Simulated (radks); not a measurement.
The nuclear charge of neutral indium is varied continuously with 49 electrons held in [Kr] 4d10 5s2 5p1. Calculated with a radial shooting solver on a logarithmic mesh with Libxc functionals: non-relativistic Kohn-Sham, r2SCAN, spin-polarised, spherical densities, point nucleus; open shells are filled with parallel spins first (spin-orbit coupling, left out, can overturn this in heavy ions); meta-GGA in the generalised Kohn-Sham scheme; relativity is left out, which matters for an element this heavy. By the Hellmann-Feynman theorem dE/dZ = E(electron-nucleus)/Z, the electronic potential at the nucleus.

| Z | E (hartree) | E(electron-nucleus)/Z (hartree) | HOMO | e(HOMO) (eV) | <r> HOMO (bohr) |
|---|---|---|---|---|---|
| 48.8 | -5687.00128 | -277.320 | 5p | -1.704 | 3.921 |
| 48.9 | -5714.77055 | -278.065 | 5p | -2.314 | 3.771 |
| 49 | -5742.61429 | -278.810 | 5p | -2.957 | 3.643 |
| 49.1 | -5770.53244 | -279.553 | 5p | -3.630 | 3.531 |
| 49.2 | -5798.52492 | -280.296 | 5p | -4.330 | 3.432 |
| 49.3 | -5826.59165 | -281.038 | 5p | -5.057 | 3.343 |
| 49.4 | -5854.73258 | -281.780 | 5p | -5.808 | 3.263 |
| 49.5 | -5882.94766 | -282.521 | 5p | -6.583 | 3.189 |
| 49.6 | -5911.23684 | -283.262 | 5p | -7.380 | 3.121 |
| 49.7 | -5939.60006 | -284.002 | 5p | -8.200 | 3.058 |
| 49.8 | -5968.03729 | -284.742 | 5p | -9.040 | 3.000 |
| 49.9 | -5996.54849 | -285.482 | 5p | -9.901 | 2.945 |
| 50 | -6025.13361 | -286.221 | 5p | -10.782 | 2.894 |

The central difference of E at Z = 49 is -278.809 hartree, to compare with the third column; the second derivative is -7.44 hartree.
